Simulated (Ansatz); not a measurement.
```yaml
crystal:
  periodic: [false, false, false]
  atoms:
    - {symbol: Si, position_ang: [-1.467398, -0.511508, 0.405882]}
    - {symbol: N, position_ang: [0.045100, 0.206792, -0.145546]}
    - {symbol: Si, position_ang: [1.552161, -0.554402, 0.335093]}
    - {symbol: B, position_ang: [0.049751, 1.355707, -0.947862]}
    - {symbol: Cl, position_ang: [-1.482970, 2.107809, -1.423024]}
    - {symbol: H, position_ang: [-2.227419, 0.433209, 1.256270]}
    - {symbol: H, position_ang: [-1.062926, -1.689993, 1.218154]}
    - {symbol: H, position_ang: [-2.291142, -0.963754, -0.738798]}
    - {symbol: H, position_ang: [1.652916, -0.573414, 1.816479]}
    - {symbol: H, position_ang: [2.674352, 0.218651, -0.245263]}
    - {symbol: H, position_ang: [1.583948, -1.954968, -0.157277]}
    - {symbol: H, position_ang: [1.050526, 1.870670, -1.340105]}
basis:
  gaussian: {orbitals: def2-mTZVPP}
total_charge: 1
magnetization: {spin_polarized: true, initial_magnetization: 2}
hamiltonian: {xc: {name: wB97X-V}, pseudopotentials: {relativity: scalar}}
```

```sh
$ ansatz run in.yaml --threads 4 --pin off --events-out ev --progress --plain --max-ram 10444MiB
```

Output, abridged:

```
Error: a molecule whose nuclei and cores have a total charge of 64 cannot have a net charge of 1 together with 2 unpaired electrons
```

Question: Something in this input is off. What?

Answer: The number of unpaired electrons doesn't fit the electron count. The input was rejected before any iteration.
